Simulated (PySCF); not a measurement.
Unrelated species, one level of theory. Level of theory: TDDFT CAM-B3LYP/def2-SVPD, vertical, gas phase, core orbitals frozen in the response in PySCF. Geometries: GFN2-xTB; one conformer of each isolated species. Triplets are in the Tamm–Dancoff approximation. Ions are computed without counter-ions or solvent.

Question: Rank by computed HOMO–LUMO gap, highest first.
A. `C#C[SiH2]OC(C)=O`
B. `C1C[SiH2]O[Si@H]1CN`
C. `C1O[C@H](OC)CCC=1`
D. `N[PH2+]c1cccnc1`

Answer: A (10.15 eV), C (9.12 eV), B (8.84 eV), D (8.30 eV).

| SMILES | gap (eV) | f (S1) | LUMO (eV) | S1 (eV) | α (au) | S1 mainly |
| --- | --- | --- | --- | --- | --- | --- |
| C#C[SiH2]OC(C)=O | 10.15 | 0.001 | 0.49 | 5.88 | 75.8 | H→L+1 (46%) |
| CO[C@@H]1CCC=CO1 | 9.12 | 0.029 | 1.30 | 6.19 | 77.4 | H→L (83%) |
| NC[Si@H]1CC[SiH2]O1 | 8.84 | 0.018 | 1.03 | 5.82 | 93.2 | H→L (41%) |
| N[PH2+]c1cccnc1 | 8.30 | 0.001 | -4.67 | 4.48 | 86.6 | H→L (93%) |

H and L stand for HOMO and LUMO.
